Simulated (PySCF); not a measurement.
# Computed records: BFHO

Computed with PySCF 2.14.0. Calculation on a computer-drawn molecule: vertical ionisation energy to the stated ion spin, frozen-core CCSD(T) at the basis limit and cheaper methods, single-reference cases, UHF for radicals, no spin-orbit; all values are single points at the evaluated structure, the first of each entry, which is the reference or a displaced copy of it and isn't optimised; the reference structure only sets the zero of the energies above reference; triples share is (T) over the correlation energy.

Common to all runs: charge 1; multiplicity 1; ion multiplicity 2; diffuse functions no; basis cc-pVnZ; reference is the Hartree-Fock double-zeta minimum; best is HF at quadruple zeta + MP2 correlation extrapolated from triple and quadruple zeta + CCSD(T) minus MP2 at triple zeta; basis step is the size of the change from the same recipe one zeta lower.

```json
{"entry": 1, "formula": "BFHO", "evaluated_structure": {"atoms_angstrom": [["O", -3.0261, 0.9327, -0.4968], ["B", -2.7017, 0.6015, 0.6024], ["F", -2.5405, 0.2474, 1.7725], ["H", -2.4812, 1.3051, -1.1999]]}, "reference_structure": {"atoms_angstrom": [["O", -2.9963, 0.9619, -0.5881], ["B", -2.7413, 0.5668, 0.5527], ["F", -2.5755, 0.1635, 1.7067], ["H", -2.5032, 1.2542, -1.357]]}, "given": {"drawn_bonds_atom": [1, 2, 1], "drawn_bonds_other_atom": [2, 3, 4], "drawn_bonds_order": [1, 1, 1]}, "results": {"ionisation_energy_best [eV]": 23.63, "ionisation_energy_basis_step [eV]": 0.04123, "energy_above_reference_best [kcal/mol]": 3.689, "energy_above_reference_basis_step [kcal/mol]": 0.3457, "triple_zeta_method": ["HF", "PBE", "r2SCAN", "B3LYP", "wB97X", "MP2", "CCSD", "CCSD(T)"], "triple_zeta_ionisation_energy [eV]": [22.16, 23.0, 23.09, 23.32, 23.4, 23.75, 23.45, 23.46], "triple_zeta_energy_above_reference [kcal/mol]": [3.019, 4.335, 3.806, 3.891, 3.926, 4.147, 3.864, 4.057], "ionisation_energy_Koopmans_at_triple_zeta [eV]": 24.69, "ionisation_energy_EOM_CCSD_at_triple_zeta [eV]": 23.47, "total_energy_HF_triple_zeta [hartree]": -199.4299, "total_energy_CCSD(T)_triple_zeta [hartree]": -200.0047, "total_energy_best [hartree]": -200.1017, "T1_diagnostic_at_triple_zeta": 0.01388, "D1_diagnostic_at_triple_zeta": 0.038, "ion_T1_diagnostic_at_triple_zeta": 0.03719, "ion_D1_diagnostic_at_triple_zeta": 0.1902, "ion_spin_squared_at_triple_zeta": 0.7576, "triples_share_at_triple_zeta": 0.03235, "basis_functions_triple_zeta": 104}}
{"entry": 2, "formula": "BFHO", "evaluated_structure": {"atoms_angstrom": [["O", -3.0261, 0.9327, -0.4968], ["B", -2.6595, 0.5585, 0.7452], ["F", -2.4983, 0.2044, 1.9153], ["H", -2.4812, 1.3051, -1.1999]]}, "reference_structure": {"atoms_angstrom": [["O", -2.9963, 0.9619, -0.5881], ["B", -2.7413, 0.5668, 0.5527], ["F", -2.5755, 0.1635, 1.7067], ["H", -2.5032, 1.2542, -1.357]]}, "given": {"drawn_bonds_atom": [1, 2, 1], "drawn_bonds_other_atom": [2, 3, 4], "drawn_bonds_order": [1, 1, 1]}, "results": {"ionisation_energy_best [eV]": 22.36, "ionisation_energy_basis_step [eV]": 0.03041, "energy_above_reference_best [kcal/mol]": 6.288, "energy_above_reference_basis_step [kcal/mol]": 0.9942, "triple_zeta_method": ["HF", "PBE", "r2SCAN", "B3LYP", "wB97X", "MP2", "CCSD", "CCSD(T)"], "triple_zeta_ionisation_energy [eV]": [20.65, 22.13, 22.08, 22.27, 22.21, 22.42, 22.13, 22.2], "triple_zeta_energy_above_reference [kcal/mol]": [9.064, 4.77, 6.163, 6.394, 6.374, 5.42, 6.1, 5.41], "ionisation_energy_Koopmans_at_triple_zeta [eV]": 23.46, "ionisation_energy_EOM_CCSD_at_triple_zeta [eV]": 22.23, "total_energy_HF_triple_zeta [hartree]": -199.4203, "total_energy_CCSD(T)_triple_zeta [hartree]": -200.0025, "total_energy_best [hartree]": -200.0976, "T1_diagnostic_at_triple_zeta": 0.01616, "D1_diagnostic_at_triple_zeta": 0.04329, "ion_T1_diagnostic_at_triple_zeta": 0.02248, "ion_D1_diagnostic_at_triple_zeta": 0.09226, "ion_spin_squared_at_triple_zeta": 0.7568, "triples_share_at_triple_zeta": 0.03435, "basis_functions_triple_zeta": 104}}
{"entry": 3, "formula": "BFHO", "evaluated_structure": {"atoms_angstrom": [["O", -3.0261, 0.9327, -0.4968], ["B", -2.604, 0.5019, 0.9332], ["F", -2.4428, 0.1478, 2.1033], ["H", -2.4812, 1.3051, -1.1999]]}, "reference_structure": {"atoms_angstrom": [["O", -2.9963, 0.9619, -0.5881], ["B", -2.7413, 0.5668, 0.5527], ["F", -2.5755, 0.1635, 1.7067], ["H", -2.5032, 1.2542, -1.357]]}, "given": {"drawn_bonds_atom": [1, 2, 1], "drawn_bonds_other_atom": [2, 3, 4], "drawn_bonds_order": [1, 1, 1]}, "results": {"ionisation_energy_best [eV]": 20.95, "ionisation_energy_basis_step [eV]": 0.01701, "energy_above_reference_best [kcal/mol]": 41.18, "energy_above_reference_basis_step [kcal/mol]": 2.097, "triple_zeta_method": ["HF", "PBE", "r2SCAN", "B3LYP", "wB97X", "MP2", "CCSD", "CCSD(T)"], "triple_zeta_ionisation_energy [eV]": [19.1, 20.92, 20.75, 20.91, 20.78, 20.97, 20.67, 20.78], "triple_zeta_energy_above_reference [kcal/mol]": [48.99, 37.61, 41.38, 41.48, 41.94, 40.55, 41.5, 39.76], "ionisation_energy_Koopmans_at_triple_zeta [eV]": 22.26, "ionisation_energy_EOM_CCSD_at_triple_zeta [eV]": 20.82, "total_energy_HF_triple_zeta [hartree]": -199.3567, "total_energy_CCSD(T)_triple_zeta [hartree]": -199.9478, "total_energy_best [hartree]": -200.0420, "T1_diagnostic_at_triple_zeta": 0.01984, "D1_diagnostic_at_triple_zeta": 0.05769, "ion_T1_diagnostic_at_triple_zeta": 0.01939, "ion_D1_diagnostic_at_triple_zeta": 0.05805, "ion_spin_squared_at_triple_zeta": 0.7594, "triples_share_at_triple_zeta": 0.03667, "basis_functions_triple_zeta": 104}}
{"entry": 4, "formula": "BFHO", "evaluated_structure": {"atoms_angstrom": [["O", -2.9919, 0.9707, -0.5585], ["B", -2.7249, 0.5363, 0.5509], ["F", -2.5684, 0.1748, 1.7046], ["H", -2.5264, 1.2139, -1.3614]]}, "reference_structure": {"atoms_angstrom": [["O", -2.9963, 0.9619, -0.5881], ["B", -2.7413, 0.5668, 0.5527], ["F", -2.5755, 0.1635, 1.7067], ["H", -2.5032, 1.2542, -1.357]]}, "given": {"drawn_bonds_atom": [1, 2, 1], "drawn_bonds_other_atom": [2, 3, 4], "drawn_bonds_order": [1, 1, 1]}, "results": {"ionisation_energy_best [eV]": 23.33, "ionisation_energy_basis_step [eV]": 0.03994, "energy_above_reference_best [kcal/mol]": 0.7284, "energy_above_reference_basis_step [kcal/mol]": 0.2602, "triple_zeta_method": ["HF", "PBE", "r2SCAN", "B3LYP", "wB97X", "MP2", "CCSD", "CCSD(T)"], "triple_zeta_ionisation_energy [eV]": [21.78, 22.82, 22.88, 23.1, 23.14, 23.43, 23.14, 23.17], "triple_zeta_energy_above_reference [kcal/mol]": [0.1357, 1.177, 0.8181, 0.8074, 0.846, 1.008, 0.8158, 0.9647], "ionisation_energy_Koopmans_at_triple_zeta [eV]": 24.39, "ionisation_energy_EOM_CCSD_at_triple_zeta [eV]": 23.19, "total_energy_HF_triple_zeta [hartree]": -199.4345, "total_energy_CCSD(T)_triple_zeta [hartree]": -200.0096, "total_energy_best [hartree]": -200.1065, "T1_diagnostic_at_triple_zeta": 0.01392, "D1_diagnostic_at_triple_zeta": 0.03765, "ion_T1_diagnostic_at_triple_zeta": 0.03076, "ion_D1_diagnostic_at_triple_zeta": 0.1518, "ion_spin_squared_at_triple_zeta": 0.7572, "triples_share_at_triple_zeta": 0.03245, "basis_functions_triple_zeta": 104}}
{"entry": 5, "formula": "BFHO", "evaluated_structure": {"atoms_angstrom": [["O", -3.022, 0.9714, -0.7462], ["B", -2.6794, 0.6785, 0.5245], ["F", -2.5949, 0.2602, 1.6666], ["H", -2.532, 1.2598, -1.2491]]}, "reference_structure": {"atoms_angstrom": [["O", -2.9963, 0.9619, -0.5881], ["B", -2.7413, 0.5668, 0.5527], ["F", -2.5755, 0.1635, 1.7067], ["H", -2.5032, 1.2542, -1.357]]}, "given": {"drawn_bonds_atom": [1, 2, 1], "drawn_bonds_other_atom": [2, 3, 4], "drawn_bonds_order": [1, 1, 1]}, "results": {"ionisation_energy_best [eV]": 22.91, "ionisation_energy_basis_step [eV]": 0.03362, "energy_above_reference_best [kcal/mol]": 49.97, "energy_above_reference_basis_step [kcal/mol]": 0.02111, "triple_zeta_method": ["HF", "PBE", "r2SCAN", "B3LYP", "wB97X", "MP2", "CCSD", "CCSD(T)"], "triple_zeta_ionisation_energy [eV]": [21.25, 22.66, 22.63, 22.83, 22.77, 22.95, 22.69, 22.75], "triple_zeta_energy_above_reference [kcal/mol]": [49.39, 51.69, 50.82, 51.4, 50.8, 50.54, 50.18, 50.09], "ionisation_energy_Koopmans_at_triple_zeta [eV]": 23.96, "ionisation_energy_EOM_CCSD_at_triple_zeta [eV]": 22.81, "total_energy_HF_triple_zeta [hartree]": -199.3561, "total_energy_CCSD(T)_triple_zeta [hartree]": -199.9313, "total_energy_best [hartree]": -200.0280, "T1_diagnostic_at_triple_zeta": 0.01585, "D1_diagnostic_at_triple_zeta": 0.04304, "ion_T1_diagnostic_at_triple_zeta": 0.02264, "ion_D1_diagnostic_at_triple_zeta": 0.09471, "ion_spin_squared_at_triple_zeta": 0.7559, "triples_share_at_triple_zeta": 0.0331, "basis_functions_triple_zeta": 104}}
```
